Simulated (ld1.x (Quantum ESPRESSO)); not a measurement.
## Before and after: TM potential for Kr

- Element: Kr (Z = 36)
- Generator: ld1.x (Quantum ESPRESSO) 7.5
- Type: norm-conserving Troullier–Martins (Kleinman–Bylander form)
- Functional: revPBE
- Relativity: scalar-relativistic
- Frozen core: [Ar] 3d10
- Valence charge: 8
- Reference configuration: 4s2 4p6
- Partial waves: 4s (bound): rc 1.00 bohr; 4p (bound): rc 1.40 bohr; 4d channel at 0.05 Ry: rc 1.30 bohr
- Local potential: all-electron potential smoothed inside 1.40 bohr (lloc = -1)
- Core correction: Bessel-smoothed model core inside 0.65 bohr

Change: wave 4p (bound): rc 1.40 bohr becomes 4p (bound): rc 1.96 bohr.

Cutoffs: the cutoffs (Ry, on a coarse ladder) from which the occupation-weighted sum of valence levels, in a spherical-Bessel basis at the reference potential, stays within 10 and 1 mRy of its value at 400 Ry; they do not see the model core or the augmentation charge, which bear on the density cutoff. Errors are all-electron minus pseudo energies relative to the spin-unpolarised reference configuration.

Problem. How do hardness, ghosts and transferability respond?

Solution. Both files keep a bound ghost (d); of the 6 tests that both files solve, the error grows in 0 and shrinks in 3 by more than 15 % and 0.3 meV (median size 10.6 → 8.4 meV). That the errors move this way runs against the usual rule that smaller radii transfer better.

```csv
quantity,base,changed
"cutoff, loose",120 Ry,120 Ry
"cutoff, tight",over 300 Ry,over 300 Ry
loose cutoff by channel (10 mRy a level),"s 90 Ry, p 21 Ry","s 90 Ry, p 10 Ry"
bound ghosts,d,d
"error for 4s2 4p5, meV [ΔE 14.25 eV]",+1.5,+1.6
"error for 4s2 4p4, meV [ΔE 39.39 eV]",+15,+14
"error for 4s2 4p3, meV [ΔE 76.43 eV]",+47,+39
"error for 4s2 4p5.5, meV [ΔE 5.84 eV]",-0.2,-0.2
"error for 4s1 4p6, meV [ΔE 28.74 eV]",-6.4,+2.7
"error for 4s2 4p2, meV [ΔE 126.18 eV]",+99,+69
```

 A true bound ghost makes a file unfit for plane-wave use even where its test errors are small: the radial tests pick states by their node count and pass the ghost by.
